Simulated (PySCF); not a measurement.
## MSn anions for M along the halogens

MP2 with triple-zeta basis sets in PySCF, for the lowest determinant that a PBE0 search found; no spin–orbit coupling. De refers to high-spin ground-configuration atoms (the charge goes to the atom of lower measured ionisation energy or higher electron affinity, which is not always the lowest computed limit).

| M | basis | reference, frozen orbitals | charged atom | state (unpaired electrons) | Re (Å) | ωe (cm⁻¹) | De (eV) |
| --- | --- | --- | --- | --- | --- | --- | --- |
| F | def2-TZVPPD | UHF, 5 | F− | triplet (π ↑↑) | 2.048 | 443 | 2.66 |
| Cl | def2-TZVPPD | UHF, 9 | Cl− | triplet (π ↑↑) | 2.535 | 247 | 1.75 |
| I | def2-TZVPPD | UHF, 8 | I− | triplet (π ↑↑) | 2.910 | 137 | 1.44 |

The row for M = Br is missing. Estimate Re, ωe and De as the mean of the rows for Cl and I, and compare with the calculation.

The means are 2.723 Å, 192 cm⁻¹ and 1.59 eV. UHF-MP2 in def2-TZVPPD gives SnBr⁻ as a triplet (π ↑↑) with Re = 2.701 Å, ωe = 171 cm⁻¹, De = 1.59 eV, so the estimate is off by +2.2 pm, +12 % and +0.01 eV.

Correlated steps freeze the inner cores (5 to 13 orbitals); shallow outer-core shells are correlated. These are scalar-relativistic numbers at best; spin–orbit coupling would shift them, the dissociation energy most. For an ion De counts to the pair picked by the measured ionisation energies or electron affinities, which need not be the lowest pair at this level. States were picked by a PBE0 search and need not be the measured ground states.
